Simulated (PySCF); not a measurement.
Gas-phase reaction: GaH + H₂O + 2 O → Ga(OH)₃

Computed with PySCF and rigid-rotor harmonic-oscillator thermochemistry at 1 bar. † marks an energy on the PBE0/def2-TZVP geometry and frequencies; other levels use their own. CCSD(T) freezes the core. 6-31G* has spherical d functions here. Open shells (unrestricted): O (multiplicity 3, electronic degeneracy 9); the rest are closed-shell singlets. Spin-orbit splitting is ignored; it lowers the true energy and changes the entropy of O. B3LYP is the form with VWN-RPA correlation. Ga: all electrons, no relativistic terms. GaH, Ga(OH)₃: computed as isolated molecules; such fragments, hydroxides, amides, oligomers or adducts are transient or little studied in the gas. CCSD(T) isn't extrapolated to the basis-set limit; its ΔH°(298 K) is -1117.7 kJ in def2-SVP and -1184.3 kJ in def2-TZVPP. The harmonic model lacks anharmonicity and excited electronic states, which grow with temperature; levels with a mode under 35 cm⁻¹ are left out.

```csv
level,"ΔE electronic, kJ","ΔH°(298 K), kJ","ΔS°(298 K), J/K","ΔG°(800 K), kJ"
B3LYP/6-31G*,-1143,-1115,-394,-800
CCSD(T)/def2-SVP†,-1147,-1118,-395,-802
HF/def2-TZVP†,-772,-743,-395,-427
M06-2X/def2-TZVP†,-1265,-1236,-395,-920
PBE/def2-SVP,-1281,-1254,-393,-940
PBE/def2-TZVP†,-1267,-1238,-395,-922
PBE0/def2-QZVP†,-1216,-1186,-395,-870
PBE0/def2-SVP†,-1212,-1183,-395,-867
r2SCAN/def2-TZVP†,-1252,-1222,-395,-906
ωB97X-V/def2-TZVP†,-1238,-1209,-395,-893
```
ΔH° is lowest at PBE/def2-SVP and highest at HF/def2-TZVP†. No reference value is set beside these.
